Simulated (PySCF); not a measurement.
HClFGaO (SMILES [OH][Ga]([F])[Cl]), singlet, at a GFN2-xTB geometry (such geometries of metal compounds can be far from the true shape); CASSCF(4,6)/STO-3G in PySCF.

PySCF was given this input:
```python
from pyscf import gto, scf, mcscf
import numpy

mol = gto.Mole()
mol.atom = '''
    Ga    0.04115177   -0.20647953    0.12911652
    F    -1.25848463   -1.40073536    0.20520878
    Cl   -0.16447060    1.56060113   -0.91195305
    O     1.43507699   -0.74075535    1.02477718
    H     1.36604110   -1.59669267    1.45549337
'''
mol.basis = 'sto-3g'
mol.verbose = 4
mol.build()

mf = scf.RHF(mol)
mf.kernel()
mc = mcscf.CASSCF(mf, 6, 4)
mc.fix_spin_(ss=0.0)
mc.kernel()
occ = numpy.linalg.eigvalsh(mc.fcisolver.make_rdm1(mc.ci, mc.ncas, mc.nelecas))[::-1]
ss = mc.fcisolver.spin_square(mc.ci, mc.ncas, mc.nelecas)[0]
print('natural occupations', occ.round(4), ' <S^2>', round(ss, 4))
```

Output, abridged:

```
PySCF version 2.14.0

[INPUT] verbose = 4
[INPUT] num. atoms = 5
[INPUT] num. electrons = 66
[INPUT] charge = 0
[INPUT] spin (= nelec alpha-beta = 2S) = 0
[INPUT] symmetry False subgroup None
[INPUT] Mole.unit = angstrom
[INPUT] Symbol           X                Y                Z      unit          X                Y                Z       unit  Magmom
[...]
nuclear repulsion = 367.923886330451
number of shells = 20
number of NR pGTOs = 114
number of NR cGTOs = 38
basis = sto-3g
ecp = {}

******** <class 'pyscf.scf.hf.RHF'> ********
method = RHF
initial guess = minao
damping factor = 0
level_shift factor = 0
DIIS = <class 'pyscf.scf.diis.CDIIS'>
diis_start_cycle = 1
diis_space = 8
diis_damp = 0
SCF conv_tol = 1e-09
SCF conv_tol_grad = None
SCF max_cycles = 50
direct_scf = True
direct_scf_tol = 1e-13
Set gradient conv threshold to 3.16228e-05
Initial guess from minao.
init E= -2525.31633890149
[...]
cycle= 1 E= -2527.88502165168  delta_E= -2.57  |g|= 0.502  |ddm|= 2.75
[...]
cycle= 2 E= -2528.00043418607  delta_E= -0.115  |g|= 0.126  |ddm|= 1.03
[...]
cycle= 3 E= -2528.01031094506  delta_E= -0.00988  |g|= 0.0492  |ddm|= 0.325
[...]
cycle= 4 E= -2528.01158967997  delta_E= -0.00128  |g|= 0.0157  |ddm|= 0.106
[...]
cycle= 5 E= -2528.01181354929  delta_E= -0.000224  |g|= 0.00503  |ddm|= 0.0579
[...]
cycle= 6 E= -2528.01184177179  delta_E= -2.82e-05  |g|= 0.00244  |ddm|= 0.0181
[...]
cycle= 7 E= -2528.01185005656  delta_E= -8.28e-06  |g|= 0.000436  |ddm|= 0.0144
[...]
cycle= 8 E= -2528.01185032552  delta_E= -2.69e-07  |g|= 0.000159  |ddm|= 0.00219
[...]
cycle= 9 E= -2528.01185036673  delta_E= -4.12e-08  |g|= 5.54e-05  |ddm|= 0.000881
[...]
cycle= 10 E= -2528.01185037231  delta_E= -5.58e-09  |g|= 2.39e-05  |ddm|= 0.000328
[...]
cycle= 11 E= -2528.01185037343  delta_E= -1.13e-09  |g|= 9.24e-06  |ddm|= 0.000167
[...]
cycle= 12 E= -2528.0118503736  delta_E= -1.7e-10  |g|= 1.76e-06  |ddm|= 7.49e-05
[...]
Extra cycle  E= -2528.01185037361  delta_E= -6.37e-12  |g|= 1.01e-06  |ddm|= 5.08e-06
converged SCF energy = -2528.01185037361

******** <class 'pyscf.mcscf.mc1step.CASSCF'> ********
CAS (2e+2e, 6o), ncore = 31, nvir = 1
max_cycle_macro = 50
max_cycle_micro = 4
conv_tol = 1e-07
conv_tol_grad = None
orbital rotation max_stepsize = 0.02
orbital rotation threshold for CI restart = 0.01
augmented hessian ah_max_cycle = 30
augmented hessian ah_conv_tol = 1e-12
augmented hessian ah_linear dependence = 1e-14
augmented hessian ah_level shift = 1e-08
augmented hessian ah_start_tol = 2.5
augmented hessian ah_start_cycle = 3
augmented hessian ah_grad_trust_region = 3
kf_trust_region = 3
kf_interval = 4
ci_response_space = 4
ci_grad_trust_region = 3
with_dep4 0
natorb = False
canonicalization = True
sorting_mo_energy = False
ao2mo_level = 2
internal_rotation = False
******** <class 'pyscf.fci.addons.SpinPenaltyFCISolver'> ********
max. cycles = 50
conv_tol = 1e-08
davidson only = True
linear dependence = 1e-12
level shift = 0.001
max iter space = 12
nroots = 1
pspace_size = 400
spin = None
CASCI E = -2528.01967947247  S^2 = 0.0000000
Set conv_tol_grad to 0.000316228
macro iter   1 ( 21 JK    4 micro), CASSCF E = -2528.02664946341  dE = -6.96999094e-03  S^2 = 0.0000000
               |grad[o]|=0.0328  |grad[c]|=0.109  |ddm|=0.0559  |maxRot[o]|=0.285
macro iter   2 ( 21 JK    4 micro), CASSCF E = -2528.02989338269  dE = -3.24391928e-03  S^2 = 0.0000000
               |grad[o]|=0.0441  |grad[c]|=0.133  |ddm|=0.117  |maxRot[o]|=0.271
macro iter   3 ( 21 JK    4 micro), CASSCF E = -2528.03270984726  dE = -2.81646457e-03  S^2 = 0.0000000
               |grad[o]|=0.0293  |grad[c]|=0.0177  |ddm|=0.0225  |maxRot[o]|=0.123
macro iter   4 ( 21 JK    4 micro), CASSCF E = -2528.03315927776  dE = -4.49430494e-04  S^2 = 0.0000000
               |grad[o]|=0.0182  |grad[c]|=0.0235  |ddm|=0.0149  |maxRot[o]|=0.0534
macro iter   5 ( 21 JK    4 micro), CASSCF E = -2528.03386010617  dE = -7.00828411e-04  S^2 = 0.0000000
[...]
               |grad[o]|=0.00102  |grad[c]|=0.00727  |ddm|=0.0046  |maxRot[o]|=0.0361
macro iter  33 ( 21 JK    4 micro), CASSCF E = -2528.04105584634  dE =  1.50706005e-05  S^2 = 0.0000000
               |grad[o]|=0.00224  |grad[c]|=0.00356  |ddm|=0.00152  |maxRot[o]|=0.00488
macro iter  34 ( 25 JK    4 micro), CASSCF E = -2528.04117450906  dE = -1.18662719e-04  S^2 = 0.0000000
               |grad[o]|=0.00205  |grad[c]|=0.0014  |ddm|=0.000695  |maxRot[o]|=0.0132
macro iter  35 (  7 JK    2 micro), CASSCF E = -2528.04128332301  dE = -1.08813952e-04  S^2 = 0.0000000
               |grad[o]|=0.00146  |grad[c]|=0.000713  |ddm|=0.00201  |maxRot[o]|=0.0178
macro iter  36 ( 14 JK    4 micro), CASSCF E = -2528.04078834170  dE =  4.94981308e-04  S^2 = 0.0000000
               |grad[o]|=0.00101  |grad[c]|=0.0114  |ddm|=0.00796  |maxRot[o]|=0.0518
macro iter  37 ( 16 JK    4 micro), CASSCF E = -2528.04101009561  dE = -2.21753913e-04  S^2 = 0.0000000
               |grad[o]|=0.00342  |grad[c]|=0.00186  |ddm|=0.00215  |maxRot[o]|=0.0205
macro iter  38 (  7 JK    2 micro), CASSCF E = -2528.04124119189  dE = -2.31096274e-04  S^2 = 0.0000000
               |grad[o]|=0.00211  |grad[c]|=0.000851  |ddm|=0.00302  |maxRot[o]|=0.0272
macro iter  39 (  5 JK    2 micro), CASSCF E = -2528.04130059851  dE = -5.94066255e-05  S^2 = 0.0000000
               |grad[o]|=0.00154  |grad[c]|=0.00093  |ddm|=0.00223  |maxRot[o]|=0.0172
macro iter  40 ( 18 JK    4 micro), CASSCF E = -2528.04125769694  dE =  4.29015754e-05  S^2 = 0.0000000
               |grad[o]|=0.00109  |grad[c]|=0.000791  |ddm|=0.00159  |maxRot[o]|=0.178
macro iter  41 ( 21 JK    4 micro), CASSCF E = -2528.04127828852  dE = -2.05915785e-05  S^2 = 0.0000000
               |grad[o]|=0.00104  |grad[c]|=0.000334  |ddm|=0.000441  |maxRot[o]|=0.0757
macro iter  42 ( 21 JK    4 micro), CASSCF E = -2528.04130984752  dE = -3.15590009e-05  S^2 = 0.0000000
               |grad[o]|=0.000896  |grad[c]|=0.000758  |ddm|=0.000563  |maxRot[o]|=0.155
macro iter  43 ( 21 JK    4 micro), CASSCF E = -2528.04138296058  dE = -7.31130658e-05  S^2 = 0.0000000
               |grad[o]|=0.000834  |grad[c]|=0.00119  |ddm|=0.000502  |maxRot[o]|=0.221
macro iter  44 ( 21 JK    4 micro), CASSCF E = -2528.04150622077  dE = -1.23260182e-04  S^2 = 0.0000000
               |grad[o]|=0.000834  |grad[c]|=0.00123  |ddm|=0.000574  |maxRot[o]|=0.264
macro iter  45 ( 21 JK    4 micro), CASSCF E = -2528.04162907903  dE = -1.22858261e-04  S^2 = 0.0000000
               |grad[o]|=0.000809  |grad[c]|=0.000997  |ddm|=0.000822  |maxRot[o]|=0.288
macro iter  46 ( 21 JK    4 micro), CASSCF E = -2528.04169455362  dE = -6.54745968e-05  S^2 = 0.0000000
               |grad[o]|=0.000662  |grad[c]|=0.00103  |ddm|=0.000655  |maxRot[o]|=0.301
macro iter  47 ( 18 JK    4 micro), CASSCF E = -2528.04169772608  dE = -3.17246031e-06  S^2 = 0.0000000
               |grad[o]|=0.000404  |grad[c]|=0.00115  |ddm|=0.00071  |maxRot[o]|=0.0416
macro iter  48 ( 17 JK    4 micro), CASSCF E = -2528.04170055347  dE = -2.82738620e-06  S^2 = 0.0000000
               |grad[o]|=0.000383  |grad[c]|=0.00115  |ddm|=0.000615  |maxRot[o]|=0.00426
macro iter  49 ( 14 JK    4 micro), CASSCF E = -2528.04170045206  dE =  1.01407295e-07  S^2 = 0.0000000
               |grad[o]|=0.000259  |grad[c]|=0.000825  |ddm|=0.000417  |maxRot[o]|=0.00348
macro iter  50 (  3 JK    1 micro), CASSCF E = -2528.04170414330  dE = -3.69123700e-06  S^2 = 0.0000000
               |grad[o]|=0.000285  |grad[c]|=0.000826  |ddm|=0.000363  |maxRot[o]|=0.00587
1-step CASSCF not converged,  50 macro (689 JK 158 micro) steps
CASSCF canonicalization
Density matrix diagonal elements [1.94932964e+00 1.95164523e+00 5.42313635e-04 8.23864349e-02
 5.15222310e-03 1.09441625e-02]
CASSCF energy = -2528.04170414330
CASCI E = -2528.04170414330  E(CI) = -4.96890792712338  S^2 = 0.0000000
natural occupations [1.9811e+00 1.9421e+00 6.3400e-02 1.2600e-02 6.0000e-04 3.0000e-04]  <S^2> 0.0
```

Convergence was not reached.
